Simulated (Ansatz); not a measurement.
Cost and result up the ladder for SbH₃ (4 atoms). Total charge 0; singlet. Geometry: PBE-D4/def2-TZVP.

```xyz
4

Sb    0.016   -0.453   -0.584
H    -0.778    1.078   -0.545
H     1.407    0.230    0.172
H    -0.646   -0.855    0.957
```

Ansatz on 2 threads of Intel Xeon 6975P-C on a shared host. Times are rough, and most runs start from the orbitals of an earlier one. ωB97M-V/def2-TZVP serves as the yardstick here, not as an exact answer. Differences are given only for rows in sets of like size (and for xTB, whose basis is part of the method), since another set adds its own error. Binding counts from free atoms at the same level (Sb quartet, H doublet; other spins of the atoms weren't run), without zero-point energy or a counterpoise term.

In the def2 sets Sb takes a core potential; there is no spin–orbit coupling. LC-ωPBE has ω = 0.4 bohr⁻¹. B3LYP takes the VWN-RPA correlation. HSE06 is defined as in plane-wave codes, on full-range PBE exchange. Correlated methods freeze 4 core orbitals; core or outer-core shells of Sb are correlated, in sets that lack core-valence functions.

Correlated methods converge slowly with the basis (MP2 moves by 0.12 eV from def2-TZVP to def2-QZVPP here).

| level | functions | binding energy per atom (eV) | difference from ωB97M-V/def2-TZVP (eV) |
| --- | --- | --- | --- |
| BLYP-D4/def2-TZVP | 68 | 2.18 | 0.06 |
| revPBE-D4/def2-TZVP | 68 | 2.08 | -0.04 |
| PBE-D4/def2-SVP | 41 | 2.09 | – |
| ωB97X-V/def2-TZVP | 68 | 2.18 | 0.06 |
| r2SCANh-D4/def2-TZVP | 68 | 2.09 | -0.03 |
| ωB97M-V/def2-TZVP | 68 | 2.12 | 0.00 |
| BHLYP-D4/def2-TZVP | 68 | 2.11 | -0.01 |
| HSE06-D4/def2-TZVP | 68 | 2.07 | -0.05 |
| CAM-B3LYP-D4/def2-TZVP | 68 | 2.17 | 0.04 |
| r2SCAN0-D4/def2-TZVP (with forces) | 68 | 2.07 | -0.05 |
| LC-ωPBE/def2-TZVP | 68 | 2.04 | -0.09 |
| CCSD(T)/def2-TZVPP | 92 | 2.09 | -0.04 |
| B3LYP-D4/def2-TZVP | 68 | 2.18 | 0.06 |
| MP2/def2-TZVP | 68 | 1.86 | -0.27 |

(1) Estimate how long each takes.

## Answers

(1) PBE-D4/def2-SVP 0.2 s; revPBE-D4/def2-TZVP 0.25 s; BLYP-D4/def2-TZVP 0.3 s; LC-ωPBE/def2-TZVP 0.3 s; MP2/def2-TZVP 0.3 s; B3LYP-D4/def2-TZVP 0.35 s; HSE06-D4/def2-TZVP 0.35 s; BHLYP-D4/def2-TZVP 0.35 s; CAM-B3LYP-D4/def2-TZVP 0.35 s; r2SCANh-D4/def2-TZVP 0.55 s; r2SCAN0-D4/def2-TZVP (with forces) 0.65 s; ωB97X-V/def2-TZVP 0.8 s; ωB97M-V/def2-TZVP 0.85 s; CCSD(T)/def2-TZVPP 1.1 s. On shared hardware such times vary by a factor of up to 3.
